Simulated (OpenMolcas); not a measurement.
**OpenMolcas run: neutral lanthanum**

Input:

```
&GATEWAY
Coord
1

La 0.0 0.0 0.0
Basis=ANO-RCC-VTZP
Group=XYZ
NoMove
AngMom=0.0 0.0 0.0
AMFI
&SEWARD
&RASSCF
FileOrb=start.orb
Symmetry=2
Spin=2
nActEl=1 0 0
Inactive=16 12
Ras2=0 7
CIRoot=7 7 1
SDav=7
CIMx=300
Iter=120 100
PrWF=0.3
OrbListing=Nothing
MaxOrb=0
Atom
>>> COPY $Project.JobIph JOB001
&RASSI
NrOfJobIphs=1 7
1 2 3 4 5 6 7
IphNames
JOB001
EJob
SpinOrbit
DIPRint=1.0
SOCoupling=1000.0
Subsets=2
MEES
Property=10
'ANGMOM' 1 'ANGMOM' 2 'ANGMOM' 3 'MLTPL  1' 1 'MLTPL  1' 2 'MLTPL  1' 3
'AMFI' 1 'AMFI' 2 'AMFI' 3 'MLTPL  2' 6
SOProperty=3
'ANGMOM' 1 'ANGMOM' 2 'ANGMOM' 3
```

Launched by
```bash
OMP_NUM_THREADS=1 MOLCAS_MEM=2252 MOLCAS_PROJECT=a pymolcas a.inp > a.log  # once for each step of the input, in one work folder
```

A driver script runs the steps one by one and writes start.orb anew before each from the orbitals found so far.

Output, cut to the results:

```
--- SEWARD ---
Basis set label: LA.ANO-RCC...8S7P5D3F2G1H.

      Electronic valence basis set:
      ------------------
      Associated Effective Charge  57.000000 au
      Associated Actual Charge     57.000000 au
      Nuclear Model: Point charge

      Shell  nPrim  nBasis  Cartesian Spherical Contaminant
         s      24       8        X
         p      21       7        X
         d      15       5                 X
         f       5       3                 X
         g       3       2                 X
         h       2       1                 X
                  Relativistic Douglas-Kroll-Hess integrals:
                    - DKH order of Hamiltonian: 2
                    - DKH order of Properties : 0
                  Atomic mean-field integrals
--- RASSCF ---
Wave function specifications:
      -----------------------------

      Number of closed shell electrons          56
      Number of electrons in active shells       1
      Max number of holes in RAS1 space          0
      Max nr of electrons in RAS3 space          0
      Number of inactive orbitals               28
      Number of active orbitals                  7
      Number of secondary orbitals              69
      Spin quantum number                      0.5
      State symmetry                             2
Orbital specifications:
      -----------------------

      Symmetry species                           1   2
                                                ag  au
      Frozen orbitals                            0   0
      Inactive orbitals                         16  12
      Active orbitals                            0   7
      RAS1 orbitals                              0   0
      RAS2 orbitals                              0   7
      RAS3 orbitals                              0   0
      Secondary orbitals                        35  34
      Deleted orbitals                           0   0
      Number of basis functions                 51  53
      Number of CSFs                             7
      Number of root(s) required                 7
      Iter CI   SX   CI       RASSCF       Energy    max ROT     max BLB   max BLB  Level Ln srch  Step   QN
          iter iter root      energy       change     param      element    value   shift minimum  type update
 Nr of preliminary CI iterations:   1
      Total energies have been shifted. Add                -8000.00 au
        1   1    9    0  -486.00472604    0.00E+00   4.56E-01*  11  24 2  3.87E-02*  0.23   0.00    SX    NO
        2   1    8    0  -486.20046955   -1.96E-01* -2.18E-02   10  23 2 -4.76E-02*  0.22   0.00    SX    NO
        3   1    8    0  -486.20492890   -4.46E-03* -1.40E-02   16  17 1  1.01E-02*  0.22   0.00    SX    NO
        4   1    7    0  -486.20546834   -5.39E-04* -7.33E-03   16  17 1  7.31E-03*  0.22   0.00    SX    NO
        5   1    7    0  -486.20559972   -1.31E-04* -7.34E-03   16  17 1  4.62E-03*  0.22   2.03    LS   YES
        6   1    7    0  -486.20564531   -4.56E-05* -4.23E-03   10  23 2  2.68E-03*  0.22   1.03    QN   YES
        7   1    6    0  -486.20567226   -2.70E-05* -1.91E-03   16  17 1  8.62E-04*  0.22   1.17    QN   YES
        8   1    6    0  -486.20567664   -4.38E-06* -8.98E-04   16  17 1  2.74E-04*  0.22   1.47    LS   YES
        9   1    6    0  -486.20567714   -5.00E-07*  3.11E-04    9  18 1 -2.53E-04*  0.22   1.00    QN   YES
       10   1    5    0  -486.20567732   -1.87E-07* -4.37E-05    9  18 1 -3.32E-05   0.22   1.14    QN   YES
       11   1    3    0  -486.20567733   -3.13E-09   2.41E-06   16  18 1 -3.65E-06   0.22   1.02    QN   YES
      Convergence after 11 iterations
       12   1    3    0  -486.20567733   -1.27E-11   2.41E-06   16  18 1 -8.77E-07   0.22   1.02    QN   YES
      Natural orbitals and occupation numbers for root  1
      sym 2:  -0.000000  -0.000000   0.000000   1.000000   0.000000  -0.000000   0.000000
      Natural orbitals and occupation numbers for root  2
      sym 2:   0.000000   1.000000   0.000000   0.000000   0.000000   0.000000   0.000000
      Natural orbitals and occupation numbers for root  3
      sym 2:   1.000000   0.000000  -0.000000  -0.000000  -0.000000  -0.000000   0.000000
::    RASSCF root number  1 Total energy:  -8486.20567733
::    RASSCF root number  2 Total energy:  -8486.20567733
::    RASSCF root number  3 Total energy:  -8486.20567733
::    RASSCF root number  4 Total energy:  -8486.20567733
::    RASSCF root number  5 Total energy:  -8486.20567733
...
--- RASSI ---
SPIN-FREE ENERGIES:
  (Shifted by EMIN (a.u.) =      -8486.2056773267)

 SF State       Relative EMIN(au)   Rel lowest level(eV)    D:o, cm**(-1)      L_eff

     1             0.0000000000        0.0000000000              0.0000         3.0
     2             0.0000000000        0.0000000000              0.0000         3.0
     3             0.0000000000        0.0000000000              0.0000         3.0
     4             0.0000000000        0.0000000000              0.0000         3.0
     5             0.0000000000        0.0000000000              0.0000         3.0
     6             0.0000000000        0.0000000000              0.0000         3.0
     7             0.0000000000        0.0000000000              0.0000         3.0
     Dipole printing threshold changed to   1.00000000E+00
Eigenvalues of complex Hamiltonian:
   -----------------------------------
  (Shifted by EMIN (a.u.) =      -8486.2056773267)

 SO State       Relative EMIN(au)   Rel lowest level(eV)    D:o, cm**(-1)     J-value

     1            -0.0001292935        0.0000000000              0.0000         1.8
     2            -0.0001292935        0.0000000000              0.0000         1.8
     3            -0.0001292935        0.0000000000              0.0000         1.9
     4            -0.0001292935        0.0000000000              0.0000         2.3
     5            -0.0001292935        0.0000000000              0.0000         2.1
     6            -0.0001292935        0.0000000000              0.0000         1.8
     7             0.0000969701        0.0061569453             49.6591         3.0
     8             0.0000969701        0.0061569453             49.6591         2.6
     9             0.0000969701        0.0061569453             49.6591         2.9
    10             0.0000969701        0.0061569453             49.6591         2.2
    11             0.0000969701        0.0061569453             49.6591         2.3
...
```

The J values that RASSI prints are effective ones from its own formula and need not be integers or half-integers; the table below assigns J from the states.

Levels above the lowest, from the spin-orbit matrix, grouped by J:

| Configuration | Term | J | E (cm⁻¹) | g | Term weight % |
| --- | --- | --- | --- | --- | --- |
| 4f 6s² | ²F° | 5/2 | 0.0 | 0.857 | 100 |
| 4f 6s² | ²F° | 7/2 | 49.7 | 1.143 | 100 |

The free ion's ground configuration, as NIST lists it, lies outside this active space, so the lowest level here need not be the ground level. With the s shell closed, the reference lacks s² → p² mixing. With one active electron the reference holds no correlation, so core polarisation is missing. Only configurations of the active space appear.

The RASSCF and RASSI steps took 3 s on 1 thread of Arm Neoverse V2, on a shared host; the integral step is not counted.

The term weight is that of the spin-free term in the level, not the purity of its configuration. ° marks odd parity.
